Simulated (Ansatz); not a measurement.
Basis sets compared for AlCl3. Charge 0, multiplicity 1. Geometry PBE-D4/def2-TZVP. Ansatz on 4 threads of Arm Neoverse V2 on a shared host; times are rough, and most runs start from earlier orbitals.

```xyz
4

Al    0.000    0.000    0.000
Cl   -1.511    0.825   -1.176
Cl    0.638    0.987    1.722
Cl    0.873   -1.812   -0.546
```

Binding counts from free atoms (Al doublet, Cl doublet) in the same basis, without a counterpoise term.

| level | functions | energy (Eh) | HOMO (eV) | LUMO (eV) | binding per atom (eV) | wall time |
| --- | --- | --- | --- | --- | --- | --- |
| HF/STO-3G | 36 | -1603.0254 | -11.12 | 5.50 | 3.68 | 0.1 s |
| HF/def2-TZVP | 148 | -1620.6929 | -12.70 | 1.73 | 2.64 | 0.7 s |
| PBE-D4/def2-SVP | 72 | -1622.0293 | -7.77 | -2.02 | 3.38 | 0.4 s |
| PBE-D4/def2-TZVP | 148 | -1622.5973 | -7.96 | -2.24 | 3.36 | 0.75 s |
| r2SCAN-D4/def2-TZVP | 148 | -1623.1833 | -8.34 | -1.80 | 3.42 | 1.9 s |
| PBE0-D4/def2-SVP | 72 | -1622.1708 | -9.25 | -1.21 | 3.34 | 0.55 s |
| PBE0-D4/def2-TZVP | 148 | -1622.7322 | -9.39 | -1.39 | 3.34 | 1.1 s |

**Question.** Estimate the rows for PBE-D4/def2-TZVPD, r2SCAN-D4/def2-TZVPD, PBE0-D4/def2-TZVPD.

**Answer.** 
| level | functions | energy (Eh) | HOMO (eV) | LUMO (eV) | binding per atom (eV) | wall time |
| --- | --- | --- | --- | --- | --- | --- |
| PBE-D4/def2-TZVPD | 181 | -1622.5991 | -8.02 | -2.40 | 3.36 | 1.2 s |
| r2SCAN-D4/def2-TZVPD | 181 | -1623.1843 | -8.37 | -1.92 | 3.41 | 2.7 s |
| PBE0-D4/def2-TZVPD | 181 | -1622.7333 | -9.42 | -1.59 | 3.34 | 1.9 s |
